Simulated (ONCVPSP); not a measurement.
**Configuration tests for tin (ONCV)**

ONCVPSP 4.0.1 input, shortened (lines: element, Z, core and valence counts, functional; n l f; lmax; l rc ep ncon nbas qcut; lloc lpopt rc5 dvloc0; l nproj debl; icmod fcfact rcfact), Wu-Cohen, scalar-relativistic:

```
  Sn 50.00    7    4  -118130      upf
    1    0    2.00
    2    0    2.00
    2    1    6.00
    3    0    2.00
    3    1    6.00
    3    2   10.00
    4    0    2.00
    4    1    6.00
    4    2   10.00
    5    0    2.00
    5    1    2.00
    2
    0    1.90    0.00    4    9    3.30
    1    1.25    0.00    4    8    9.50
    2    1.00    0.00    4    8    8.30
    4    2    0.60    3.50
    0    2    3.10
    1    2    1.90
    2    2    2.80
    3    5.00    1.60
```

Energies are relative to the spin-unpolarised reference configuration 4p6 4d10 5s2 5p2; without spin polarisation the order of configurations can differ from experiment.

| valence configuration | charge | ΔE all-electron (eV) | error AE − PS (meV) |
| --- | --- | --- | --- |
| 4p6 4d10 5s2 5p1 | +1 | 6.904 | -1.5 |
| 4p6 4d10 5s2 5p0 | +2 | 20.890 | -5.9 |
| 4p6 4d10 5s1 5p0 | +3 | 51.936 | -13 |

(1) What are ΔE and the potential's error for 4p6 4d9 5s2 5p2?

Levels in the configuration 4p6 4d10 5s2 5p0:

```
level  all-electron (eV)  pseudo (eV)
   4p           -107.122     -107.183
   4d            -43.224      -43.252
   5s            -26.201      -26.196
```

Note: ghosts flagged at negative energy: s at -297.4 eV; GHOST(+) flagged for s at 113.3 eV. A true bound ghost makes a file unfit for plane-wave use.

Answers

(1) ΔE = 32.639 eV all-electron; the error (AE − PS) is -38 meV.
